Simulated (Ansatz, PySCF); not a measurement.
The pair A = C2H4 (SMILES C=C) (first 6 atoms), B = CH4O (SMILES CO); geometry from B3LYP-D3(BJ)/def2-TZVP.
(charge 0, multiplicity 1):
```xyz
12

C      0.70193     0.20810     0.02380
C     -0.60631     0.02689    -0.10076
H      1.16581     1.16679    -0.17399
H      1.36150    -0.59620     0.32679
H     -1.06908    -0.93284     0.09547
H     -1.26629     0.82981    -0.40593
C     -0.20611    -0.59770     3.69567
O     -0.33820     0.72279     3.19876
H     -0.98209    -1.26736     3.30587
H     -0.31272    -0.54656     4.77880
H      0.77525    -1.03069     3.46765
H     -0.24588     0.69338     2.23819
```

Rows in 6-31G* carry no dispersion term and start afresh at each structure (6-31G* with six Cartesian d functions). MP2/6-31G* freezes PySCF's default core.

Run with Ansatz (Gaussian basis) for Hartree–Fock, density functionals and correlated methods; PySCF for 6-31G* rows. 

Total energies (hartree), monomers frozen at their geometry in the pair:

| structure | HF/aug-cc-pVDZ | PBE/def2-TZVPPD | MP2/6-31G* |
|---|---|---|---|
| AB | -193.1060584 | -194.1399618 | -193.6366014 |
| A in the pair's basis | -78.0440532 | -78.5019336 | -78.2866468 |
| B in the pair's basis | -115.0615355 | -115.6343625 | -115.3472450 |
| A | -78.0436870 | -78.5018201 | -78.2849063 |
| B | -115.0613664 | -115.6343165 | -115.3460475 |

### Question
Work out the interaction energy without and with the counterpoise correction, and the superposition error, for each level.

### Answer

E(AB) − E(A) − E(B), times 627.509 kcal/mol, with the monomers in their own basis and then in the pair's basis:
- HF/aug-cc-pVDZ: -0.63 uncorrected, -0.29 corrected; the monomers gain 0.34 kcal/mol from borrowed functions
- PBE/def2-TZVPPD: -2.40 uncorrected, -2.30 corrected; the monomers gain 0.10 kcal/mol from borrowed functions
- MP2/6-31G*: -3.54 uncorrected, -1.70 corrected; the monomers gain 1.84 kcal/mol from borrowed functions

Ansatz is a program for electronic structure.
